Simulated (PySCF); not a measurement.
# Unknown compound

Molecular formula: C$_{4}$H$_{15}$NSi$_{2}$. Simulated spectra:

¹H NMR (500 MHz, computed): δ 3.82 (d, 6H), 2.26 (s, 6H), 2.20 (d, 2H), 0.89 (m, 1H).

¹³C{¹H} NMR (computed): δ 59.1 (CH2), 46.0 (CH3, 2C), 3.8 (CH).

PySCF 2.14.0 with density-fitted response routines calculation with PBE0/pcSseg-1 with gauge-including orbitals and structure optimised with GFN2-xTB; gas phase, single conformer, averaged over atoms made equivalent by symmetry, fast rotation or ring inversion, non-relativistic.

Scale: TMS for ¹H and ¹³C (reference shieldings calculated alike).

Question: Propose a structure and justify it.

Answer: 
1. Rings plus π bonds: 0.
2. 3 carbon signals for 4 carbons: some carbons are equivalent by symmetry or fast rotation.
3. Carbon types of the structure: 1 × CH, 1 × CH2, 2 × CH3, leaving 6 H on heteroatoms.
4. δC 59.1: sp3 CH2 bonded to N; the inductive effect lowers its shielding.
5. δC 46.0: methyl carbon bonded to N; the inductive effect lowers its shielding.
6. δC 3.8: sp3 CH bonded to 2 Si; an electropositive neighbour leaves it electron-rich and shielded.
7. δH 3.82: hydrogen on a silicon bonded to C.
8. δH 2.26: hydrogen on a methyl carbon bonded to N; its carbon carries N, hence the downfield position.
9. δH 2.20: hydrogen on an sp3 CH2 bonded to N; its carbon carries N, which withdraws density.
10. δH 0.89: hydrogen on an sp3 CH bonded to 2 Si; an electropositive neighbour shields it, as in TMS itself.

The compound is `CN(C)CC([SiH3])[SiH3]`.

This is the structure that produced the data.

Shifts are as computed. Against solution values, carbons near 30 ppm lie about +3 ppm off and those near 130 ppm about +5 ppm. Of 1211 compounds with measured shifts, 218 miss one by over three times the rms of a fit or turn the order of signals round; such compounds aren't used in these exercises. No couplings were computed; multiplicities are counted from neighbouring protons, with m where these are inequivalent, close in shift, in a saturated or five-membered ring or joined by F or P, and br s for small geminal =CH2 splittings.
